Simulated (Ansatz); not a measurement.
Geometry optimisation, RKS B3LYP-D4/def2-SVP in Ansatz 0.2.0.

input.yaml

```yaml
crystal:
  periodic: [false, false, false]
  atoms:
    - { symbol: Li, position_ang: [-1.08913, 1.49198, -2.81234] }
    - { symbol: C, position_ang: [-1.16558, 1.43264, -0.93491] }
    - { symbol: Si, position_ang: [-0.05644, 0.1202, -0.66641] }
    - { symbol: C, position_ang: [0.29733, -0.43737, 1.14522] }
    - { symbol: H, position_ang: [0.94385, -0.99412, -1.33163] }
    - { symbol: H, position_ang: [1.01218, -1.26198, 1.24012] }
    - { symbol: H, position_ang: [-0.62943, -0.75204, 1.6316] }
    - { symbol: H, position_ang: [0.68723, 0.40069, 1.72833] }
total_charge: -1
basis:
  gaussian: { orbitals: def2-SVP }
hamiltonian:
  xc: b3lyp
  dispersion: d4
relax:
  f_tol: 0.015
  max_steps: 40
```

Command:

```bash
$ ansatz run input.yaml --threads 1 --pin off --max-ram 2048MiB --backend cpu --events-out ev --progress --plain --runs-dir out
```

Task: Where does it end, and by what steps?

Result: It converged. Limits of this set-up: an anion without diffuse functions, the dipole of an ion depends on the origin. After 22 steps the energy has fallen by 0.212 eV; Li1 moved furthest, 0.89 Å. Parted: Li1–Si3.

| step | energy less start (eV) | largest force component (eV/Å) | accepted |
| --- | --- | --- | --- |
| 0 | 0.0000 | 0.551 | yes |
| 1 | -0.0884 | 0.445 | yes |
| 2 | -0.1238 | 0.173 | yes |
| 3 | -0.1360 | 0.125 | yes |
| 4 | -0.1457 | 0.172 | yes |
| 5 | -0.1362 | 0.650 | no |
| 6 | -0.1524 | 0.028 | yes |
| 7 | -0.1536 | 0.029 | yes |
| 8 | -0.1585 | 0.100 | yes |
| 9 | -0.1537 | 0.316 | no |
| 10 | -0.1558 | 0.449 | no |
| 11 | -0.1613 | 0.039 | yes |
| 12 | -0.1675 | 0.043 | yes |
| 13 | -0.1696 | 0.217 | yes |
| 14 | -0.1876 | 0.387 | yes |
| 15 | -0.1840 | 0.621 | no |
| 16 | -0.1998 | 0.223 | yes |
| 17 | -0.2056 | 0.185 | yes |
| 18 | -0.2003 | 0.487 | no |
| 19 | -0.2105 | 0.019 | yes |
| 20 | -0.2118 | 0.072 | yes |
| 21 | -0.2121 | 0.056 | yes |
| 22 | -0.2123 | 0.011 | yes |

```xyz
8
Properties=species:S:1:pos:R:3
Li -1.312 2.347 -2.692
C -0.661 1.160 -1.414
Si 0.012 -0.230 -0.691
C 0.318 -0.404 1.212
H 0.507 -1.574 -1.228
H 1.385 -0.581 1.449
H -0.252 -1.244 1.653
H 0.003 0.527 1.711
```

Whether the end is a true minimum wasn't checked by a vibrational analysis.

Run time: 3.6 min on 1 CPU thread of a shared host.
